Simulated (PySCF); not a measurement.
## Electron correlation in Fe⁺ (iron, charge +1)

[Ar] 3d6 4s1, high-spin 6D determinant. Computed with PySCF 2.14 in aug-cc-pVTZ, with no relativity, point nucleus. Frozen: [Ar]; 7 electrons correlated.

```csv
level,correlation energy (mhartree)
CCSD,-150.48
(T),-3.58
CCSD(T),-154.06
```

Diagnostics: T1 = 0.011, D1 = 0.0263, largest double amplitude 0.025.

Q: Is a single reference adequate?

A: Yes: T1 lies below 0.03 and no double amplitude reaches 0.07.
